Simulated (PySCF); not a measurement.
C5H4F2O, SMILES O=C1C=C(F)C[C@H]1F.

Coordinates come from a ωB97X-D3(BJ)/def2-SVP optimisation. The structure was generated by enumeration; whether it is a known compound was not checked. One conformer was computed; it need not be the lowest.

Computed with PySCF 2.14.0 with TDA-PBE/def2-SVPD.

Vertical excitations. 

```tsv
state	energy (eV)	λ (nm)	f	main pairs
S1	3.49	355	0.000	HOMO→LUMO 100 %
S2	5.35	232	0.005	HOMO→LUMO+1 98 %
S3	5.84	212	0.051	HOMO−2→LUMO 38 %, HOMO−1→LUMO 27 %, HOMO→LUMO+2 24 %
S4	5.89	211	0.021	HOMO−2→LUMO 56 %, HOMO→LUMO+2 31 %, HOMO−1→LUMO 9 %
S5	6.11	203	0.136	HOMO→LUMO+2 41 %, HOMO−1→LUMO 27 %, HOMO−3→LUMO 14 %
S6	6.30	197	0.038	HOMO−3→LUMO 82 %
T1	3.08	403	0	HOMO→LUMO 100 %
T2	3.88	319	0	HOMO−1→LUMO 98 %
```
Triplets are in the Tamm–Dancoff approximation.
